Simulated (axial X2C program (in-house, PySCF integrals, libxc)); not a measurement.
## Low determinants of TaB⁺ at the PBE0 level, without spin–orbit coupling

Calculated with an in-house relativistic program for diatomic molecules. Spin-free means the one-electron spin-free X2C Hamiltonian. Basis: Ta dyall-cv3z [13s14p9d7f4g], B dyall-v3z [7s6p2d1f] (cores contracted in-house); Gaussian nuclei, density fitting, unrestricted open shells. Masses: Ta 180.948 u, B 11.009 u.

Search at 2.093 Å (vertical energies from the lowest determinant):

```csv
ΔE (eV),state,electrons beyond evenly filled partner blocks,"electrons in σ, π, δ, φ"
0.00,"M_S = 5/2, Λ = 2","2 × σα, π+α, π-α, δ+α",30 30 13 4
0.75,"M_S = 5/2, Λ = 0","σα, π+α, π-α, δ+α, δ-α",29 30 14 4
1.03,"M_S = 3/2, Λ = 1","2 × σα, π+α, π+β, π-α",30 31 12 4
1.03,"M_S = 3/2, Λ = 0","σα, π+α, π-α",31 30 12 4
1.17,"M_S = 3/2, Λ = 2","π+α, π-α, δ+α",30 30 13 4
1.27,"M_S = 3/2, Λ = 2","2 × σα, π+α, π-β, δ+α",30 30 13 4
1.30,"M_S = 3/2, Λ = 1","σα, π+α, π-α, π-β, δ+α",29 31 13 4
```

Lowest determinant, M_S = 5/2, Λ = 2 (beyond evenly filled blocks: 2 × σα, π+α, π-α, δ+α): Re = 2.091 Å, ωe = 646.2 cm⁻¹.

The determinant in row 2 of the search, M_S = 5/2, Λ = 0 (beyond evenly filled blocks: σα, π+α, π-α, δ+α, δ-α), was followed along the bond at PBE0; measured from the minimum of the lowest determinant it gives:

Te = 0.745 eV (6012 cm⁻¹), Re = 2.112 Å, ωe = 600.9 cm⁻¹.

(1) Compare the bond of the determinant in row 2 with that of the lowest one.

The search compares states at one distance, so a state with another bond length can lie lower; it is not exhaustive and yields mostly the lowest determinant of each block pattern, so other components and higher states of one pattern are missing. These are energies of single determinants, not of spin-adapted states; PBE0 term energies can be off by some tenths of an eV, and the functional has no current term. Spin–orbit coupling is large for these atoms, so the spin-free order is a model.

## Answers

(1) At PBE0 its Re is 0.021 Å longer and its force constant, which goes as ωe², is 0.86 times that of the lowest determinant. T0 ≈ Te + Δωe/2 = 6012 + (-23) = 5989 cm⁻¹.
